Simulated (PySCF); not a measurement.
SMILES C([SiH2]C)#C, PBE/def2-SVP optimised geometry.

```
10

C      1.88    -0.77     0.00
C      0.65    -0.79     0.00
Si    -1.19    -0.79     0.00
C     -1.86     0.98     0.00
H      2.97    -0.76     0.00
H     -1.66    -1.53     1.22
H     -1.66    -1.53    -1.22
H     -1.51     1.53     0.90
H     -1.51     1.53    -0.90
H     -2.97     0.97     0.00
```

Density from PySCF with PBE/def2-TZVP at that geometry.

Minimum of the electron density along straight lines between bonded atoms, close to the bond critical point (lines longer than 1.1 times the sum of covalent radii, or with two minima, are not listed):

| bond | length / Å | ρ at the minimum / e bohr⁻³ | ∇²ρ there / e bohr⁻⁵ | position (fraction from the first atom) |
|---|---|---|---|---|
| C1–C2 | 1.229 | ? | -1.13 | 0.52 |
| C2–Si3 | 1.844 | 0.115 | 0.28 | 0.61 |
| Si3–C4 | 1.888 | 0.118 | ? | 0.39 |
| C1–H5 | 1.082 | 0.278 | -0.98 | 0.66 |
| Si3–H6 | 1.505 | 0.118 | 0.12 | 0.49 |
| Si3–H7 | 1.505 | 0.118 | 0.12 | 0.49 |
| C4–H8 | 1.108 | 0.261 | -0.83 | 0.64 |
| C4–H9 | 1.108 | 0.261 | -0.83 | 0.64 |
| C4–H10 | 1.109 | 0.260 | -0.82 | 0.64 |

Problem. Some entries are withheld; supply them.

Solution. 
- C1–C2, ρ at the minimum / e bohr⁻³: 0.400
- Si3–C4, ∇²ρ there / e bohr⁻⁵: 0.14
